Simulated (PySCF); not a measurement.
AlAsFH₃O, SMILES [F][Al]([AsH2])[OH].

Coordinates come from a PBE-D3(BJ)/def2-SVP optimisation. The structure was generated by enumeration; whether it is a known compound was not checked. One conformer was computed; it need not be the lowest.

Calculation: TDDFT-M06-2X/def2-SVPD run with PySCF.

Vertical excitations. Isolated molecule, no solvent.

```csv
state,energy (eV),λ (nm),f,main pairs
S1,5.98,207,0.146,"HOMO→LUMO 74 %, HOMO→LUMO+1 16 %"
S2,6.21,200,0.012,HOMO→LUMO+2 89 %
S3,6.47,192,0.137,"HOMO→LUMO+1 74 %, HOMO→LUMO 13 %"
S4,6.98,178,0.028,HOMO−1→LUMO 78 %
S5,7.12,174,0.042,"HOMO→LUMO+3 78 %, HOMO−1→LUMO+1 13 %"
S6,7.51,165,0.154,"HOMO−1→LUMO+1 60 %, HOMO−2→LUMO 13 %"
S7,7.71,161,0.088,"HOMO−2→LUMO 47 %, HOMO−1→LUMO+2 18 %"
S8,7.79,159,0.061,"HOMO−1→LUMO+2 38 %, HOMO−2→LUMO 21 %, HOMO→LUMO+5 7 %"
S9,8.07,154,0.068,"HOMO→LUMO+4 38 %, HOMO−4→LUMO 17 %, HOMO−2→LUMO+1 9 %, HOMO−1→LUMO+2 6 %"
S10,8.09,153,0.008,"HOMO→LUMO+4 29 %, HOMO−4→LUMO 21 %, HOMO−3→LUMO 21 %, HOMO−2→LUMO+1 8 %"
T1,5.07,245,0,"HOMO→LUMO 58 %, HOMO→LUMO+1 24 %"
T2,5.64,220,0,"HOMO→LUMO+1 52 %, HOMO→LUMO+2 27 %, HOMO→LUMO 12 %"
T3,5.71,217,0,"HOMO→LUMO+2 59 %, HOMO→LUMO+1 17 %"
T4,6.40,194,0,HOMO→LUMO+3 74 %
```
Triplets are in the Tamm–Dancoff approximation, which puts them higher than full response would, so one can lie above its singlet here.
